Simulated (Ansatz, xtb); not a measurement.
Isomers of C2HF3Si in order of energy

3 gas-phase structures of C2HF3Si, from a drawn sample of its isomers (lower ones may exist). Each was relaxed with GFN2-xTB:

A. `C#C[Si](F)(F)F`, a singlet
B. `FC1=C[Si]1(F)F`, a singlet
C. `FC#C[SiH](F)F`, a singlet

Problem. Which do you expect lowest at r2SCAN-D4/def2-SVP, and how would the others follow?

Solution. Calculated order at r2SCAN-D4/def2-SVP: A (0.0), B (53.2), C (57.5) kcal/mol.

Energies above the lowest of each column, in kcal/mol; the last columns are at PBE0-D4/def2-SVP geometries:

```csv
structure,GFN2-xTB,HF/STO-3G,r2SCAN-D4/def2-SVP,PBE0-D4/def2-SVP,CCSD(T)/def2-SVP + ΔMP2/def2-TZVPP
A,0.0,0.0,0.0,0.0,0.0
B,67.8,47.8,53.2,48.8,66.9
C,34.0,22.3,57.5,55.4,68.2
```

Every level run on A puts it lowest or level with the lowest. The ΔMP2 step shifts differences by up to 7.4 kcal/mol, which makes them less sure. ΔMP2 is the change of the MP2 energy from the smaller to the larger basis.

Programs: Ansatz 0.2.0, xtb 6.7.1.
